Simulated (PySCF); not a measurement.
## Deuteron quadrupole couplings in `C[C@H]1C(=O)CC(F)(F)C1=O`

Species: C₆H₆F₂O₂.
Z-matrix (Å and degrees, GFN2-xTB geometry), rows numbered from 1:
```
C 
C   1  1.5248
C   2  1.5247  1  114.42
O   3  1.1947  2  125.58  1   -34.45
C   3  1.5214  2  108.95  1   144.70
C   5  1.5211  3  106.20  2     0.27
F   6  1.3676  5  110.93  3    99.16
F   6  1.3511  5  113.38  3  -141.91
C   2  1.5076  1  114.71  3   121.21
O   9  1.1912  2  128.68  1    22.29
H   1  1.0866  2  109.73  3    55.46
H   1  1.0872  2  110.04  3   -64.17
H   1  1.0864  2  110.21  3   176.13
H   2  1.0994  1  109.51  3  -118.92
H   5  1.0916  3  111.11  2   122.05
H   5  1.0922  3  109.64  2  -118.93
```

Level: PBE0/pcSseg-1 (PySCF, non-relativistic); Q(2H) = 0.00286 b; rigid geometry, the same for H and D, with no vibrational averaging.

**Question.** Rank these positions by the coupling χzz of a deuteron there, largest first.
A. H15 (methylene hydrogen)
B. H14 (methine hydrogen)
C. H11 (methyl hydrogen)

**Answer.** C (210 kHz), A (202 kHz), B (195 kHz).

**Question.** What are Vzz, η and χzz (234.96 MHz × Q × Vzz) at all hydrogens?

**Answer.** 
| atom | bonded to | bond length (Å) | Vzz (au) | η | χzz (kHz) |
| --- | --- | --- | --- | --- | --- |
| H11 | C1 | 1.087 | 0.3125 | 0.03 | 210 |
| H12 | C1 | 1.087 | 0.3121 | 0.05 | 210 |
| H13 | C1 | 1.086 | 0.3139 | 0.04 | 211 |
| H14 | C2 | 1.099 | 0.2900 | 0.02 | 195 |
| H15 | C5 | 1.092 | 0.3013 | 0.02 | 202 |
| H16 | C5 | 1.092 | 0.3002 | 0.02 | 202 |

**Question.** Give the 2H NMR doublet splittings at H15 for a magnetic field along the z, y and x axes of the gradient: 3χ/2, 3χ(1 + η)/4, 3χ(1 − η)/4.

**Answer.** With |χ| = 202.5 kHz and η = 0.016: 304, 154 and 149 kHz, to first order and without motion.

Isolated species at its GFN2-xTB geometry (one conformer only). GFN2-xTB bond lengths can be off by several hundredths of an ångström, more for odd bonds, and the gradients follow them. With so small a basis the couplings can be 20 % off.
